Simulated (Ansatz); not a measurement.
def2 core potentials replace the inner electrons of Sn.

A geometry relaxed with PBE0-D3(BJ)/def2-SVP in Ansatz (a quantum-chemistry and plane-wave program), charge 0, multiplicity 1:

```xyz
29

C     -1.7915    -0.6725     2.3499
H      1.7980    -2.1153     0.5497
O     -0.8432     1.6721    -1.2155
O     -1.3837     0.4084     1.5598
H     -2.3221    -0.9157    -2.3658
H     -1.0078    -0.9899     3.0661
Sn    -0.3061     0.1368    -0.0904
H     -2.8512     1.7261    -1.7806
C      2.3282     1.3322     0.7085
C      2.1791    -1.1726     0.9718
H      3.4955    -0.2285    -1.2849
H      2.1368     0.6903    -1.9774
H      3.2765    -1.2679     1.0633
H     -3.0712    -1.3909    -0.8163
H     -2.0613     3.2938    -1.4762
H      1.7741    -1.0623     1.9902
C     -2.1195     2.2465    -1.1325
H      1.9184     1.4859     1.7190
H      3.4299     1.3146     0.7952
C      1.8446     0.0255     0.0884
O     -0.9824    -1.5544    -0.8887
H      2.0151    -1.0793    -1.7935
C     -2.2351    -1.6116    -1.5092
C      2.3931    -0.1581    -1.3239
H     -2.3935    -2.6326    -1.8972
H     -2.5262     2.2507    -0.1051
H     -2.6724    -0.3709     2.9429
H     -2.0769    -1.5635     1.7588
H      2.0549     2.2032     0.0933
```

Write the SMILES of this molecule.

`C[O][Sn]([O]C)([O]C)[C](C)(C)C`
